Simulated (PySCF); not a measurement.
Compound: C6H8NO2 (doublet state).
Cartesian coordinates in Å at the GFN2-xTB level; atoms count from 1:
```
atom  x, y, z in Å
N1     1.906   -0.505    0.757
C2     1.674    0.652    0.107
O3     2.125    1.720    0.466
C4     0.808    0.516   -1.136
C5    -0.509    1.312   -0.928
C6    -1.500    0.684   -0.103
C7    -2.013   -0.342    0.527
C8    -1.479   -1.709    0.605
O9    -0.429   -2.110    0.163
H10    1.380   -1.335    0.530
H11    2.419   -0.476    1.623
H12    0.596   -0.526   -1.360
H13    1.344    0.970   -1.969
H14   -0.239    2.282   -0.492
H15   -0.971    1.508   -1.902
H16   -2.957   -0.229    1.052
H17   -2.163   -2.401    1.129
```

The hyperfine couplings belong to this conformer and change with its torsions.

As a line formula: `NC(CC/[C]=C\C=O)=O` [radical].

Computed, not measured: PySCF 2.14.0, UKS B3LYP, pcH-1 on C H N O, non-relativistic, mean-field spin-orbit, GIAO. Isolated species at its GFN2-xTB geometry (one conformer only). A GFN2-xTB geometry isn't a minimum of the functional, and hyperfine couplings can be far from their values at a DFT geometry. No stability test was run, so a lower SCF solution isn't excluded.

Task: Give the principal g shifts and their parts.

Result: 
```tsv
Δg (ppm)	1	2	3
relativistic mass correction	-157	-157	-157
gauge correction	31	9	1
orbital Zeeman/spin–orbit	-780	-334	760
total	-906	-482	604
```

So g = 2.00141, 2.00184, 2.00292 and g_iso = 2.00206; the tensor is rhombic: the two nearest values differ by 28 % of g3 − g1. Axes: g2 points within 11° of the C7–H16 bond.

Task: What effective moment and Curie constant follow for a powder?

Result: With the mean of g² = 4.0082 and S(S+1) = 0.75: μ_eff = √(⟨g²⟩S(S+1)) = 1.734 μB and χT = 0.12505·⟨g²⟩·S(S+1) = 0.376 cm³ K/mol (cgs; spin-Hamiltonian part alone).

Task: At 9.381 GHz, how far is the centre of the isotropic spectrum from where a free electron (g = 2.002319) resonates?

Result: B = hν/(g μB) with μB/h = 13.99624 MHz/mT gives 334.74 mT for the free electron and 334.78 mT at g_iso, 0.04 mT higher.

Task: Average each term over the three axes. Which is largest in size?

Result: The mass correction -157, the orbital-Zeeman/spin–orbit term -118 and the gauge correction 14 ppm, for a total of -262 ppm. The mass correction is the largest in size. The mass correction is the same along every axis, so the anisotropy comes from the other two: their spans along these axes are 31 (gauge) and 1541 ppm (orbital Zeeman/spin–orbit).

Task: In a frozen sample, at which fields do the three g values resonate at 9.5, 34, 94 and 263 GHz (hyperfine left aside), and which band first spreads them over more than twice a line width of 0.5 mT?

Result: 
| band | GHz | B(g3) mT | B(g2) mT | B(g1) mT | spread mT |
| --- | --- | --- | --- | --- | --- |
| X | 9.5 | 338.88 | 339.07 | 339.14 | 0.26 |
| Q | 34.0 | 1212.84 | 1213.50 | 1213.75 | 0.92 |
| W | 94.0 | 3353.14 | 3354.96 | 3355.67 | 2.53 |
| J | 263.0 | 9381.66 | 9386.76 | 9388.74 | 7.08 |

The spread grows in proportion to the frequency. W band is the first where it exceeds 1.0 mT.

Largest spin populations (Mulliken): C6 (+1.01), C7 (-0.16), C4 (+0.07) and C5 (-0.07). No atom but C6 exceeds +0.15. The positive populations add up to 1.25 and the negative ones to -0.25, together 2S = 1.

The HOMO–LUMO gaps are 3.85 eV among the α and 4.40 eV among the β orbitals.
